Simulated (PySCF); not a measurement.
# Vanadium: a sound run and one with changed settings

Sound run: V⁺ [Ar] 3d4, V²⁺ [Ar] 3d3. Computed with PySCF 2.14 in 6-31G* (5s4p2d1f, 34 functions), with the non-relativistic Hamiltonian (point nucleus). In the sound run the correlated levels freeze [Ar]. The sound run starts from symmetry-adapted Hartree-Fock orbitals and uses a fine grid where one is needed.

Changed run: scalar relativity by spin-free X2C-1e. This setting is unsound on purpose.

| species | method | sound run (hartree) | changed run (hartree) | converged |
| --- | --- | --- | --- | --- |
| V⁺ | UHF | n/a | -946.98801 | yes |
| V⁺ | PBE0 | -943.34051 | -947.77806 | yes |
| V⁺ | M06-L | -943.49899 | -947.93689 | yes |
| V⁺ | MP2 | n/a | -947.01888 | yes |
| V²⁺ | UHF | -942.08761 | -946.52743 | yes |
| V²⁺ | PBE0 | -942.82072 | -947.26016 | yes |
| V²⁺ | M06-L | -942.99591 | -947.43579 | yes |
| V²⁺ | MP2 | -942.09937 | -946.53919 | yes |

Ionisation energy of V⁺:

```
 method  sound run (eV)  changed run (eV)
    UHF             n/a            12.533
   PBE0          14.144            14.093
  M06-L          13.689            13.636
    MP2             n/a            13.053
SCS-MP2             n/a            12.706
```

Most of the change in total energy is the relativistic energy itself. On top of that the contraction fixes the core shape for the Hamiltonian it was made with, so the changed run is not a good calculation with the other Hamiltonian either.

For comparison, NIST gives 14.634 ± 0.007 eV between the lowest levels.
